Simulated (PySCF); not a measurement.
An unknown gives this computed stick spectrum. Level of theory: PySCF, TDDFT wB97X-D/def2-SVPD, vertical, gas phase, core orbitals frozen in the response. Geometries: GFN2-xTB, one conformer each.

```
state  E (eV)  λ (nm)       f
   S1    7.38   167.9  0.0031
   S2    7.61   163.0   0.016
   S3    7.98   155.4  0.0061
   S4    8.15   152.1   0.012
   S5    8.20   151.1  0.0025
   S6    8.32   149.0   0.014
   S7    8.48   146.3   0.011
   S8    8.60   144.2  0.0080
```

Orbital energies (eV): HOMO-3 -11.37, HOMO-2 -10.91, HOMO-1 -10.31, HOMO -9.52, LUMO 2.17, LUMO+1 2.20, LUMO+2 2.44.

Task: Which candidate is it? All have the formula C3H7ClOSi.
A. `O(/C(Cl)=C\C)[SiH3]`
B. `C=CO[SiH2]CCl`
C. `Cl[SiH2]OC1CC1`
D. `Cl[C@@H]1CO[SiH2]C1`
E. `Cl[Si@H]1CCCO1`

Result: C. Its S1 lies at 7.38 eV; the nearest of the others has S1 at 7.09 eV. S1 is HOMO→LUMO (69%), HOMO→LUMO+2 (18%). Löwdin shares by element: HOMO carbon 51%, oxygen 32% (atoms not listed hold the other 17%); LUMO (one of a set within 0.03 eV) silicon 33%, oxygen 13%, chlorine 11%, hydrogen 10% or more (atoms not listed hold the other 32%). At the same level the other candidates give, for their lowest levels:
- `C=CO[SiH2]CCl`: 6.59 eV (f 0.014); 7.01 eV (f 0.240); 7.08 eV (f 0.278); 7.26 eV (f 0.020); 7.43 eV (f 0.000); T1 4.43 eV; HOMO -9.02, LUMO 1.74 eV
- `Cl[Si@H]1CCCO1`: 7.69 eV (f 0.024); 7.92 eV (f 0.018); 8.11 eV (f 0.022); 8.45 eV (f 0.028); 8.59 eV (f 0.006); T1 7.35 eV; HOMO -9.95, LUMO 2.13 eV
- `C/C=C(/Cl)O[SiH3]`: 5.89 eV (f 0.000); 6.29 eV (f 0.001); 6.71 eV (f 0.481); 7.18 eV (f 0.003); 7.57 eV (f 0.003); T1 4.25 eV; HOMO -8.42, LUMO 1.75 eV
- `Cl[C@@H]1CO[SiH2]C1`: 7.09 eV (f 0.001); 7.13 eV (f 0.029); 7.38 eV (f 0.006); 7.90 eV (f 0.037); 7.92 eV (f 0.035); T1 6.58 eV; HOMO -10.12, LUMO 1.55 eV

Shape of the structure used: `[Cl:1][SiH2:2][O:3][CH:4]1[CH2:5][CH2:6]1`: Cl1–Si2–O3–C4 59°, Si2–O3–C4–C5 16°.
Triplets come from the Tamm–Dancoff approximation.
